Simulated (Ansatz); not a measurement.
Basis sets compared for [DyCl6]3- (DyCl₆³⁻). Charge -3, multiplicity 6. Geometry PBE-D4/def2-SVP. Ansatz on 4 threads of Arm Neoverse V2 on a shared host; times are rough, and most runs start from earlier orbitals.

Cartesian coordinates in Å:
```
Dy 0.000 0.000 0.000
Cl -1.763 -2.048 0.357
Cl 1.764 2.047 -0.356
Cl -0.777 0.235 -2.602
Cl 0.776 -0.234 2.602
Cl 1.919 -1.797 -0.721
Cl -1.919 1.797 0.720
```

In the def2 sets Dy takes a core potential; there is no spin–orbit coupling. With an open 4f shell the SCF may have ended on a state above the lowest. A multiply charged anion in the gas phase is held together partly by the finite basis. At PBE-D4/def2-SVP, PBE-D4/def2-TZVP, PBE0-D4/def2-SVP, PBE0-D4/def2-TZVP the highest occupied level of the charge -3 sextet lies above zero (up to 6.14 eV). It is a level of β spin, whose loss leaves a septet; that state wasn't run at this geometry and level. The electron is either unbound and held by the finite basis, or the level is raised by self-interaction error. No other spin state of charge -3 was run.

| level | functions | energy (Eh) | HOMO (eV) | LUMO (eV) | wall time |
| --- | --- | --- | --- | --- | --- |
| PBE-D4/def2-SVP | 185 | -3644.0233 | 6.14 | 7.00 | 49 s |
| PBE0-D4/def2-SVP | 185 | -3644.1003 | 4.16 | 10.13 | 1.8 min |

**Question.** Estimate the rows for PBE-D4/def2-TZVP (with forces), PBE0-D4/def2-TZVP.

**Answer.** 
```
                         level  functions  energy (Eh)  HOMO (eV)  LUMO (eV)  wall time
PBE-D4/def2-TZVP (with forces)        314   -3645.0518       5.19       6.06    2.4 min
             PBE0-D4/def2-TZVP        314   -3645.1054       3.36       9.23    3.6 min
```
